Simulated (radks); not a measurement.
Cr21.4+, 2.6 electrons, occupied as 1s1.6 2s1 (fractional occupations, a model configuration). Method: scalar-relativistic Kohn-Sham, PBE, spin-unpolarised, spherical densities, finite nucleus; Fermi nuclear charge, rms radius 3.6452 fm; computed with a radial shooting solver on a logarithmic mesh with Libxc functionals.

Radial electron density D(r) = 4 pi r^2 rho(r):

r (bohr),D(r) (e/bohr)
0.005477,2.303
0.006637,3.178
0.008042,4.335
0.009666,5.758
0.01171,7.614
0.01419,9.858
0.0172,12.44
0.02083,15.23
0.02525,17.95
0.03059,20.22
0.03706,21.53
0.04491,21.44
0.05441,19.65
0.06593,16.33
0.07989,12.12
0.0968,8.090
0.1173,5.256
0.1421,4.081
0.1722,4.171
0.207,4.513
0.2508,4.243
0.3039,3.143
0.3682,1.747
0.4461,0.6955
0.5406,0.1866
0.655,0.03131
0.7936,0.002997

D(r) has 2 maxima, at r = 0.0405, 0.215 bohr, and minima at 0.152 bohr, inside which lie 1.68 electrons.
